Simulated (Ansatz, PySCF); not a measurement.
Si(Cl)2(F)(SiH3) (Cl2FH3Si2), SMILES F[Si]([SiH3])(Cl)Cl. Atoms are numbered in the order given.

```xyz
8

F     -0.7989    -0.1326     1.7111
Si    -0.1261    -0.0190     0.2433
Si     2.1927    -0.1918     0.3597
Cl    -0.6899     1.7964    -0.5433
Cl    -0.9197    -1.5294    -0.9061
H      2.5589    -1.5147     0.9438
H      2.7267     0.9140     1.2066
H      2.7255    -0.0784    -1.0288
```
Charge 0, spin multiplicity 1.

Geometry optimised at r2SCAN-D4/def2-SVP. The structure was generated by enumeration, and PubChem lists no compound with its InChIKey, so it may never have been made.

Two levels are set side by side: PBE-D3(BJ)/def2-SVP (Ansatz, a first-principles code) and r2SCAN-D4/def2-SVP (Ansatz). Each level has its own optimised geometry; the coordinates shown are those of the second. Frequencies come from the Hessian of PySCF at each geometry. Differences are taken from unrounded values.

```tsv
quantity	r2SCAN-D4
mean bond length (Å)	1.791
bond F1–Si2 (Å)	1.619
bond Si2–Si3 (Å)	2.328
bond Si2–Cl4 (Å)	2.057
bond Si2–Cl5 (Å)	2.057
bond Si3–H6 (Å)	1.492
bond Si3–H7 (Å)	1.492
bond Si3–H8 (Å)	1.492
highest harmonic wavenumber (cm⁻¹)	2244
mean harmonic wavenumber (cm⁻¹)	774
zero-point energy (kcal/mol)	19.92
```

Question: What does PBE-D3(BJ) give, and how far is it from r2SCAN-D4? (The exact figures need the calculation; the answer reports its results.)

Answer: 
| quantity | PBE-D3(BJ) | PBE-D3(BJ) minus r2SCAN-D4 |
|---|---|---|
| mean bond length (Å) | 1.802 | 0.011 |
| bond F1–Si2 (Å) | 1.633 | 0.014 |
| bond Si2–Si3 (Å) | 2.336 | 0.008 |
| bond Si2–Cl4 (Å) | 2.068 | 0.011 |
| bond Si2–Cl5 (Å) | 2.068 | 0.011 |
| bond Si3–H6 (Å) | 1.502 | 0.010 |
| bond Si3–H7 (Å) | 1.502 | 0.010 |
| bond Si3–H8 (Å) | 1.502 | 0.010 |
| highest harmonic wavenumber (cm⁻¹) | 2189 | -55 |
| mean harmonic wavenumber (cm⁻¹) | 753 | -22 |
| zero-point energy (kcal/mol) | 19.37 | -0.55 |
